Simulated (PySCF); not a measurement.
## Structure elucidation problem

An unknown has the formula C₈H₆FN. Its calculated NMR data are:

$^{1}$H NMR (500 MHz, computed): δ 7.47 (ddd, J = 9.3, 8.5, 5.3 Hz, 1H), 7.12 (dd, J = 8.5, 1.5 Hz, 1H), 7.12 (ddd, J = 9.3, 8.6, 2.4 Hz, 1H), 7.01 (ddd, J = 9.0, 2.4, 1.5 Hz, 1H), 3.25 (s, 2H).

$^{13}$C{$^{1}$H} NMR (computed): δ 167.6 (C, d, J = 318.2 Hz), 135.8 (C, d, J = 4.5 Hz), 133.5 (CH, d, J = 5.6 Hz), 127.1 (CH), 119.2 (CH, d, J = 19.8 Hz), 118.8 (C), 118.1 (CH, d, J = 18.9 Hz), 24.9 (CH2).

PySCF 2.14.0 with density-fitted response routines calculation with B3LYP/pcJ-1 coupling constants (spin–dipole term only in couplings to heteroatoms), shieldings: GIAO B97-2/pcSseg-1 and geometry: PBE0-D3(BJ)/def2-SVP; gas phase, non-relativistic Hamiltonian, averaged over atoms made equivalent by symmetry, fast rotation or ring inversion, single conformer.

References, each an isolated molecule treated in the same way: $^{1}$H and $^{13}$C against TMS.

Problem. Deduce the structure.

Solution. 
1. The formula gives 6 degrees of unsaturation (1 ring in the answer).
2. 8 carbon signals for 8 carbons: no two carbons are equivalent.
3. Carbon types of the structure: 3 × C, 4 × CH, 1 × CH2, which accounts for all hydrogens.
4. δC 167.6: aromatic carbon bearing fluorine; σ withdrawal by the attached heteroatom moves it downfield of the ring CH carbons.
5. δC 135.8: substituted aromatic carbon.
6. δC 133.5, 127.1, 119.2, 118.1: aromatic CH.
7. δC 118.8: nitrile carbon; C≡N carbons fall here, among the sp2 signals but without a proton.
8. δC 24.9: sp3 CH2 on an aromatic ring; a saturated carbon with 2 carbon neighbours and no heteroatom attached.
9. δH 7.47, 7.12, 7.12, 7.01: hydrogen on an aromatic CH; ring-current deshielding.
10. δH 3.25: hydrogen on an sp3 CH2 on an aromatic ring; benzylic-type position, deshielded by the ring.
11. The protons at 7.47 and 7.12 share a coupling of 9.3 Hz (vicinal, an ortho-type coupling).
12. The protons at 7.12 and 7.47 share a coupling of 8.5 Hz (vicinal, an ortho-type coupling).

The compound is `N#CCc1cccc(F)c1`.

The shifts were computed for this structure.

C–F couplings over four or more bonds (about 3 Hz to the para carbon of a fluoroarene) are left out. Common functionals overestimate the size of one-bond C–F couplings by tens of Hz; these are unscaled. Multiplet labels drop couplings under 1 Hz and merge nearly equal ones. Unscaled 3J(H,H) at this level run about 10 % above measured values. Shifts are as computed. Against solution values, carbons near 30 ppm lie about +1 ppm off and those near 130 ppm about +2 ppm. Of 1211 compounds with measured shifts, 218 miss one by over three times the rms of a fit or turn the order of signals round; such compounds aren't used in these exercises.
